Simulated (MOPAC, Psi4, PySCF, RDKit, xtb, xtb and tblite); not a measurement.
Two geometries of C6H8O2Si, SMILES Oc1ccc(O[SiH3])cc1, relaxed at GFN2-xTB with one dihedral held; other torsions can differ between them too.

Structure A

```
17

O     -3.5005     0.4497     0.6845
C     -2.1944     0.1094     0.4664
C     -1.5253    -0.6215     1.4412
C     -0.2084    -0.9913     1.2532
C      0.4707    -0.6160     0.1003
O      1.7601    -0.9451    -0.1264
Si     2.8769    -1.7809     0.7059
C     -0.1926     0.1373    -0.8634
C     -1.5123     0.5012    -0.6796
H     -3.7029     1.2800     0.2395
H     -2.0586    -0.9089     2.3332
H      0.3101    -1.5650     2.0061
H      3.1473    -1.1534     2.0020
H      3.9852    -1.6687    -0.2278
H      2.4441    -3.1622     0.9306
H      0.3409     0.4345    -1.7529
H     -2.0177     1.0917    -1.4317
```

Structure B

```
17

O      3.4982     0.4637     0.5273
C      2.1836     0.1775     0.2080
C      1.3311    -0.3596     1.1646
C      0.0040    -0.5895     0.8618
C     -0.4920    -0.2853    -0.4035
O     -1.7942    -0.5308    -0.6501
Si    -2.7656    -0.3134    -1.9354
C      0.3619     0.2547    -1.3572
C      1.6903     0.4836    -1.0534
H      4.0593    -0.2984     0.3536
H      1.7156    -0.5880     2.1472
H     -0.6667    -1.0043     1.5982
H     -2.2913    -1.0861    -3.0865
H     -4.0036    -0.8248    -1.3717
H     -2.8345     1.1006    -2.3099
H     -0.0256     0.4938    -2.3360
H      2.3539     0.9098    -1.7906
```

### Question
Which is lower in energy at the level B3LYP-D3(BJ)/def2-SVP // GFN2-xTB (Psi4 1.11), and by how much?

### Answer
A is lower, by 2.71 kcal/mol (dihedral H10–O1–C2–C3: 150° in A, 90° in B).

E(B) − E(A) in kcal/mol at the other levels, on the same two geometries: GFN2-xTB (xtb and tblite) 3.94; MMFF94 // GFN2-xTB (RDKit) 3.53; B3LYP/def2-SVP // GFN2-xTB (Psi4) 2.69; PBE/def2-SVP // GFN2-xTB (Psi4) 3.33; PBE-D3(BJ)/def2-SVP // GFN2-xTB (Psi4) 3.34; UFF // GFN2-xTB (RDKit) 5.77; AM1, restricted, heats of formation // GFN2-xTB (MOPAC) 1.18; PM3, restricted, heats of formation // GFN2-xTB (MOPAC) 1.31; GFN1-xTB // GFN2-xTB (xtb) 2.87; restricted B3LYP/6-31G*, spherical d, density fitting // GFN2-xTB (PySCF) 2.51; restricted B3LYP/6-311+G**, spherical d, density fitting // GFN2-xTB (PySCF) 1.99; restricted MP2 (frozen core)/6-31G*, spherical d // GFN2-xTB (PySCF) 2.26; restricted LDA (SVWN5)/6-31G*, spherical d, density fitting // GFN2-xTB (PySCF) 3.50.
